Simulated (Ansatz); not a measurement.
`[CH3][Al]1[CH2]S[S]1`. Total charge 0; spin multiplicity 1. Geometry: relaxed with PBE0-D4/def2-TZVP.

```xyz
10

C    -1.198    1.163   -0.999
Al    0.154   -0.058   -0.335
C     0.675   -0.820    1.393
S     2.037   -1.772    0.663
S     1.749   -1.141   -1.342
H    -2.204    0.789   -0.785
H    -1.110    2.144   -0.521
H    -1.113    1.305   -2.079
H     1.057   -0.119    2.139
H    -0.047   -1.491    1.866
```

Problem. What is the dipole moment at B3LYP/def2-TZVPP? (Estimate.)

Solution. The calculation gave: 3.36 D, with components (-2.62, 1.95, 0.79) D in this frame, pointing from negative to positive charge.

Problem. And with PBE, r2SCAN, ωB97M-V? (An estimate is asked.)

Solution. The calculation gave: PBE 3.25 D, r2SCAN 3.44 D, ωB97M-V 3.41 D.

Problem. Give the Mulliken charges with B3LYP, PBE, r2SCAN in def2-TZVPP. (Best estimate.)

Solution. Computed: 
```csv
atom,B3LYP,PBE,r2SCAN
C1,-0.43,-0.42,-0.38
Al2,0.53,0.46,0.59
C3,-0.33,-0.30,-0.30
S4,-0.06,-0.07,-0.07
S5,-0.22,-0.20,-0.24
H6,0.10,0.10,0.07
H7,0.10,0.10,0.07
H8,0.10,0.11,0.07
H9,0.11,0.11,0.09
H10,0.11,0.11,0.09
```

B3LYP here is the variant with VWN-RPA as its local correlation; programs differ in this.
